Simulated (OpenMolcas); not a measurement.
Yb3+: effect of the metal basis and ligand basis

Yb3+ with 8 ligands (fluoride) in cubic eightfold coordination (Oh) at 2.29 Å. A charge of +0.625 e stands 2.4 Å behind each ligand.

- Program: OpenMolcas 26.06
- Method: CASSCF
- Spin-orbit coupling: RASSI with atomic mean-field integrals over the reference wave functions

Fixed: active space 13 electrons in 7 orbitals (4f), DKH2 Hamiltonian.

States (labels of O, the rotations of Oh). Energies in cm-1 above the lowest state or level, χT in cm3 K/mol.

```json
{"Run": "A", "Metal basis": "ANO-RCC-VDZP", "Ligand basis": "ANO-RCC-VDZP", "Ground state": "2A2", "First state of that spin": "2T1 543.8", "First gap with spin-orbit (degeneracies)": "324.8 (2, 4)", "Width of lowest J": "326", "χT at 300 K": "2.390", "Cost": "roughly 12 core-seconds"}
{"Run": "B", "Metal basis": "ANO-RCC-VTZP", "Ligand basis": "ANO-RCC-VTZP", "Ground state": "2A2", "First state of that spin": "2T2 552.1", "First gap with spin-orbit (degeneracies)": "331.1 (2, 4)", "Width of lowest J": "336", "χT at 300 K": "2.385", "Cost": "roughly 3 core-minutes"}
```

Against A, the width of the lowest J multiplet changes by +3.1 % in B.

Costs are those of the RASSCF and RASSI steps.

Without dynamic correlation the ligand-field splitting of an f shell can come out too small, at times by half. No measured value stands beside these numbers; the geometry is a model, was not optimised and need not be the one that this ion takes.
